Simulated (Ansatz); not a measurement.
Species: dimethyl(silylmethoxy)silane, C$_{3}$H$_{12}$OSi$_{2}$, charge 0, multiplicity 1. SMILES: C[SiH](C)OC[SiH3]
Structure (B3LYP-D3(BJ)/def2-TZVP (Ansatz, a program for electronic structure) minimum search):
```xyz
18

C     -2.3224    -0.0001     1.5634
Si    -1.3505    -0.5096     0.0591
C     -2.1106     0.1429    -1.5208
O      0.1809     0.0879     0.2709
C      1.2540    -0.1861    -0.6299
Si     2.8534     0.4702     0.1367
H     -3.3431    -0.3862     1.5142
H     -1.8591    -0.3814     2.4748
H     -2.3753     1.0879     1.6397
H     -1.2652    -1.9939    -0.0387
H     -1.5249    -0.1432    -2.3970
H     -3.1185    -0.2577    -1.6550
H     -2.1809     1.2328    -1.5013
H      1.3413    -1.2641    -0.8184
H      1.0778     0.2914    -1.6018
H      2.7417     1.9289     0.3639
H      3.1106    -0.2109     1.4259
H      3.9821     0.2051    -0.7909
```

Wanted: atomisation energy, in kcal/mol. Conventions: 6-31G* and kin with 6d, 5d where marked; spin-orbit terms left out; valence correlation only; dispersion terms only where a functional's name holds one; atomisation electronic, to ground-state atoms; 6-311+G** with 5d, 6d on Na to Ar in Ansatz; UHF or UKS for open shells; non-relativistic. CBS(X,Y): correlation extrapolated as X^-3; Hartree-Fock from the larger set. First-principles rows: single points at B3LYP-D3(BJ) geometries (Ansatz).

Coupled cluster (Ansatz) is a level with limits of its own, used here on species with T1 under 0.025 (0.045 for open shells) and stable references: CCSD(T)/CBS(cc-pV(T+d)Z,cc-pV(Q+d)Z).

Value to compare with, CCSD(T)/CBS(cc-pV(T+d)Z,cc-pV(Q+d)Z) (Ansatz): 1563.7 kcal/mol.

```tsv
level	program	atomisation energy (kcal/mol)	difference
HF/3-21G	Ansatz	1094.7	-469.0
HF/6-311+G**	Ansatz	1164.6	-399.1
B3LYP/6-31G*	Ansatz	1537.4	-26.3
B3LYP/def2-SVP	Ansatz	1543.8	-19.9
B3LYP/cc-pVDZ	Ansatz	1510.2	-53.5
MP2/STO-3G	Ansatz	1640.5	76.8
B3LYP/def2-TZVPD	Ansatz	1545.6	-18.1
B3LYP-D3(BJ)/def2-TZVPD	Ansatz + dftd3	1561.8	-1.9
```

Among the 6 habitual levels, HF/3-21G lies farthest from CCSD(T)/CBS(cc-pV(T+d)Z,cc-pV(Q+d)Z) (Ansatz) (-469.0 kcal/mol) and B3LYP/def2-SVP nearest (-19.9); 1 of 6 lie above it, and their mean absolute difference is 174.1 kcal/mol, the median 65.2. One case shows no general order.

The levels are drawn from those run, B3LYP/6-31G* more often than the rest, none by its result; left out are runs that failed, that the program found above a lower state of the same kind, or whose <S^2> lies over 0.5 above the pure value.
